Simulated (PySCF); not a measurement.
FS (SMILES F[S]), doublet, geometry from GFN2-xTB, atoms displaced at random by about 0.08 Å a coordinate. Base run: TPSS/cc-pVDZ, gradient (PySCF).

Here is a job for PySCF.
```python
from pyscf import gto, scf, dft

mol = gto.Mole()
mol.atom = '''
    S     0.00370730   -0.07355638   -0.68372528
    F     0.03237385   -0.05403838    0.88866688
'''
mol.basis = 'cc-pvdz'
mol.spin = 1
mol.verbose = 4
mol.build()

mf = dft.UKS(mol)
mf.xc = 'tpss'
mf.kernel()
g = mf.nuc_grad_method()
grad = g.kernel()
```

The coordinate followed is x of atom 1.

Variants of this job, named by their change:

| change | dE/dx (Eh/bohr) | net force (Eh/bohr) |
|---|---|---|
| base | 0.001087 | 0.000019 |
| grid_response = on | 0.001078 | 0.000000 |
| conv_tol = 1e-4 | 0.001086 | 0.000019 |
| density fitting = on; auxbasis_response = off | 0.001085 | 0.001276 |
| grids.level = 1; grid_response = off | 0.001084 | 0.000235 |
| grids.level = 5; grid_response = off | 0.001085 | 0.000001 |
| finite difference step (bohr) = 1e-3; conv_tol = 1e-11 | 0.001078 | - |
| grids.level = 0; grid_response = on | 0.001390 | 0.000000 |
| conv_tol = 1e-6 | 0.001087 | 0.000019 |
| finite difference step (bohr) = 1e-4; conv_tol = 1e-11 | 0.001078 | - |
| finite difference step (bohr) = 0.05; conv_tol = 1e-11 | 0.001075 | - |
| grids.level = 1; grid_response = on | 0.000976 | 0.000000 |

The net force is zero for an exact gradient.

Open shells are given as the SCF converged; they aren't shown to be the lowest states, and a large step between rows can be another state.
